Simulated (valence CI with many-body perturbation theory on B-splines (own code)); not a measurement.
Energy levels of Rb⁵⁺

Calculated by valence CI with perturbative core correlation (CI+MBPT): four valence electrons over a frozen Dirac-Fock core [Ar] 3d10, a basis of 9 s, 9 p, 8 d, 6 f, 3 g, 1 h functions for each j, with the one-electron correlation potential Σ1, the two-electron term Σ2, the three-electron term Σ3, Breit, model QED; selected CI, second order for the rest, scaled by the run's own slope (own B-spline code, finite nucleus).

Set against measurement, 13 paired levels are off by 124 cm⁻¹ on average, the worst by 242. These come from a selection out of Sansonetti, J. Phys. Chem. Ref. Data 35, 301 (2006). Levels without a partner in it may be off by more. Among the levels kept, up to 290 cm⁻¹ of a level comes from second order outside the variational space, and about a tenth of that is noise between levels of different J, which matters for small intervals.

Levels 1 to 35 of 35, with energies above the lowest level, 4s2 4p2 3P_0. "Leading %" is the weight of the configuration and term that name the level; weights of strongly mixed levels are sums over their largest components and can fall short, so below about 35 % the name and the second component can differ from the true leading terms, or belong to a minority configuration. In the jj column 3d3/2^4 stands for four electrons in 3d with j = 3/2.

```csv
No.,Configuration,Term,J,E (eV),Leading %,g,Leading jj,Second component
1,4s2 4p2,3P,0,0.000,93,,4s^2 4p1/2^2 (82 %),4 % 4s2 4p2 1S
2,4s2 4p2,3P,1,0.636,97,1.501,4s^2 4p1/2 4p3/2 (97 %),
3,4s2 4p2,3P,2,1.227,85,1.440,4s^2 4p1/2 4p3/2 (66 %),12 % 4s2 4p2 1D
4,4s2 4p2,1D,2,2.950,85,1.061,4s^2 4p3/2^2 (66 %),12 % 4s2 4p2 3P
5,4s2 4p2,1S,0,5.618,92,,4s^2 4p3/2^2 (80 %),4 % 4s2 4p2 3P
6,4s 4p3,5S°,2,13.995,98,1.995,4s 4p1/2 4p3/2^2 (53 %),
7,4s 4p3,3D°,1,18.393,85,0.542,4s 4p1/2^2 4p3/2 (38 %),8 % 4s2 4p 4d 3D°
8,4s 4p3,3D°,2,18.410,84,1.190,4s 4p1/2 4p3/2^2 (58 %),8 % 4s2 4p 4d 3D°
9,4s 4p3,3D°,3,18.629,90,1.334,4s 4p1/2 4p3/2^2 (90 %),8 % 4s2 4p 4d 3D°
10,4s 4p3,3P°,0,20.930,91,,4s 4p1/2 4p3/2^2 (91 %),7 % 4s2 4p 4d 3P°
11,4s 4p3,3P°,1,20.998,86,1.464,4s 4p1/2 4p3/2^2 (62 %),7 % 4s2 4p 4d 3P°
12,4s 4p3,3P°,2,21.077,78,1.458,4s 4p3/2^3 (50 %),7 % 4s2 4p 4d 3P°
13,4s 4p3,1D°,2,23.301,60,1.025,4s 4p1/2 4p3/2^2 (45 %),31 % 4s2 4p 4d 1D°
14,4s 4p3,3S°,1,25.922,73,1.764,4s 4p1/2 4p3/2^2 (54 %),21 % 4s 4p3 1P°
15,4s 4p3,1P°,1,27.373,65,1.229,4s 4p3/2^3 (54 %),22 % 4s 4p3 3S°
16,4s2 4p 4d,3F°,2,27.551,95,0.673,4s^2 4p1/2 4d3/2 (77 %),
17,4s2 4p 4d,3F°,3,27.995,95,1.085,4s^2 4p1/2 4d5/2 (54 %),
18,4s2 4p 4d,3F°,4,28.676,96,1.250,4s^2 4p3/2 4d5/2 (96 %),
19,4s2 4p 4d,3P°,2,30.447,43,1.256,4s^2 4p1/2 4d5/2 (69 %),26 % 4s2 4p 4d 1D°
20,4s2 4p 4d,3P°,1,30.947,45,1.021,4s^2 4p1/2 4d3/2 (66 %),41 % 4s2 4p 4d 3D°
21,4s2 4p 4d,1D°,2,31.281,37,1.152,4s^2 4p3/2 4d5/2 (39 %),22 % 4s2 4p 4d 3P°
22,4s2 4p 4d,3P°,0,31.485,89,,4s^2 4p3/2 4d3/2 (89 %),7 % 4s 4p3 3P°
23,4s2 4p 4d,3D°,1,31.723,45,0.988,4s^2 4p3/2 4d3/2 (78 %),43 % 4s2 4p 4d 3P°
24,4s2 4p 4d,3D°,3,31.853,86,1.325,4s^2 4p3/2 4d5/2 (53 %),7 % 4s 4p3 3D°
25,4s2 4p 4d,3D°,2,31.896,62,1.254,4s^2 4p3/2 4d3/2 (47 %),24 % 4s2 4p 4d 3P°
26,4s2 4p 4d,1F°,3,34.131,93,1.007,4s^2 4p3/2 4d3/2 (38 %),
27,4s2 4p 4d,1P°,1,34.810,82,0.991,4s^2 4p3/2 4d5/2 (62 %),9 % 4s 4p3 1P°
28,4s2 4p 5s,3P°,0,37.624,96,,4s^2 4p1/2 5s (96 %),
29,4s2 4p 5s,3P°,1,37.770,79,1.411,4s^2 4p1/2 5s (92 %),17 % 4s2 4p 5s 1P°
30,4p4,3P,2,38.696,58,1.440,4p1/2^2 4p3/2^2 (62 %),26 % 4s 4p2 4d 3P
31,4s2 4p 5s,3P°,2,38.886,96,1.501,4s^2 4p3/2 5s (96 %),
32,4s2 4p 5s,1P°,1,39.318,78,1.089,4s^2 4p3/2 5s (92 %),17 % 4s2 4p 5s 3P°
33,4p4,3P,1,39.571,64,1.500,4p1/2 4p3/2^3 (64 %),31 % 4s 4p2 4d 3P
34,4p4,3P,0,39.726,62,,4p1/2^2 4p3/2^2 (35 %),29 % 4s 4p2 4d 3P
35,4p4,1D,2,40.279,60,1.060,4p1/2 4p3/2^3 (63 %),22 % 4s 4p2 4d 1D
```

Names give the largest LS component (configuration and term), which can be under half, so a name can repeat, a term be missing and a line seem to break the LS rules; names also repeat where a configuration has a term twice.

The ionisation energy to 4s2 4p 2P°_1/2 of the next ion comes out as 83.707 eV (NIST: 82.9 ± 2 eV (theoretical)). All 35 levels together are meant to be complete up to 40.439 eV.
